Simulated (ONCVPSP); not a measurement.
## Which change was made? (Kr, ONCV)

* Element: krypton
* Generator: ONCVPSP 4.0.1
* Type: optimised norm-conserving Vanderbilt (ONCV)
* Functional: PBEsol
* Relativity: scalar-relativistic
* Frozen core: [Ar]
* Valence charge: 18
* Reference configuration: 3d10 4s2 4p6
* Partial waves: 4s: rc 1.20 bohr, ncon 4, nbas 7, qcut 4.6 1/bohr, 1 projector; 4p: rc 1.40 bohr, ncon 4, nbas 8, qcut 5.9 1/bohr, 2 projectors, debl 2.7 Ha; 3d: rc 0.85 bohr, ncon 4, nbas 9, qcut 21.7 1/bohr, 3 projectors, debl 1.1 Ha
* Local potential: polynomial inside 0.70 bohr (lpopt 4, dvloc0 0 Ha)
* Core correction: Teter function, fcfact 4.5, rcfact 1.75

In the d channel the program set the typed energies aside and used -2.991, 0.250, 1.350 Ha.

Cutoffs, loose and tight: the cutoffs (Ha) at which the residual kinetic energy of the hardest occupied pseudo-wave falls to 1 and 0.1 mHa per electron. They do not see the model core or the augmentation charge, which bear on the density cutoff. Test errors are all-electron minus pseudo excitation energies from the reference, over the configurations 3d10 4s2 4p5; 3d10 4s2 4p4; 3d10 4s2 4p3; 3d10 4s2 4p2; variants that change the core or the reference have their own tests.

The base gives: outcome: generated, projector energies reset by the program; cutoff, loose: 171 Ha; cutoff, tight: 191 Ha; bound ghosts: s; GHOST(+) flags above zero: p; largest test error (meV): +19.

After one change the result is: outcome: generated; cutoff, loose: 171 Ha; cutoff, tight: 191 Ha; bound ghosts: s; GHOST(+) flags above zero: p; largest test error (meV): +19. Which change was it?
A. p: qcut 3.3
B. d: nproj 1
C. s: qcut 3
D. local potential polynomial inside 0.70 bohr (lpopt 4, dvloc0 6 Ha)

B. The others give: local potential polynomial inside 0.70 bohr (lpopt 4, dvloc0 6 Ha) → outcome: generated, projector energies reset by the program; cutoff, loose: 171 Ha; cutoff, tight: 191 Ha; bound ghosts: s; GHOST(+) flags above zero: p; largest test error (meV): -9.8 | p: qcut 3.3 → outcome: generated, projector energies reset by the program; cutoff, loose: 171 Ha; cutoff, tight: 191 Ha; bound ghosts: s; GHOST(+) flags above zero: p; largest test error (meV): +8.0 | s: qcut 3 → outcome: generated, projector energies reset by the program; cutoff, loose: 171 Ha; cutoff, tight: 191 Ha; bound ghosts: s; GHOST(+) flags above zero: p; largest test error (meV): +13.
